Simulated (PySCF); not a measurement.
CH₁₀Si₄, SMILES [SiH3][Si@@H]1C[SiH2][SiH2]1.

Geometry optimised at PBE-D3(BJ)/def2-SVP. The structure was generated by enumeration; whether it is a known compound was not checked.

Method: PBE-D3(BJ)/def2-SVP (PySCF).

Frequencies are harmonic and unscaled.

```csv
mode,ν (cm⁻¹),IR (km/mol),moving atoms (share of kinetic energy)
1,61,0.5,"Si 60 %, H 27 %, C 13 %"
2,89,0.4,"Si 70 %, H 24 %"
3,94,0.0,H 95 %
4,139,1.0,"H 40 %, Si 38 %, C 21 %"
5,228,1.1,"Si 58 %, H 33 %, C 8 %"
6,321,4.3,"H 50 %, Si 49 %"
7,359,4.6,"H 61 %, Si 38 %"
8,389,6.0,"H 66 %, Si 33 %"
9,416,1.3,"Si 76 %, H 23 %"
10,435,7.2,"H 59 %, Si 38 %"
11,479,7.5,"H 62 %, Si 35 %"
12,491,8.9,"H 58 %, Si 42 %"
13,528,6.7,"H 82 %, Si 17 %"
14,566,34.2,"H 74 %, Si 21 %"
15,588,10.2,"H 81 %, Si 14 %"
16,617,4.5,"H 66 %, C 25 %, Si 9 %"
17,654,53.1,"C 47 %, H 32 %, Si 21 %"
18,670,56.6,"H 74 %, Si 15 %, C 11 %"
19,687,34.1,"H 89 %, Si 10 %"
20,727,71.8,"H 61 %, C 25 %, Si 14 %"
21,792,160.8,"H 73 %, C 17 %, Si 10 %"
22,832,222.3,"H 89 %, Si 10 %"
23,875,64.0,H 94 %
24,895,73.3,H 95 %
25,899,31.8,H 97 %
26,903,34.8,H 97 %
27,931,9.5,"H 87 %, C 10 %"
28,964,33.5,"H 80 %, C 18 %"
29,1321,7.2,"H 92 %, C 8 %"
30,2131,65.9,H 97 %
31,2135,153.2,H 97 %
32,2139,81.4,H 98 %
33,2143,26.6,H 98 %
34,2152,61.3,H 96 %
35,2157,98.7,H 96 %
36,2161,56.2,H 96 %
37,2167,132.0,H 96 %
38,2994,0.9,H 95 %
39,3073,0.3,"H 91 %, C 9 %"
```
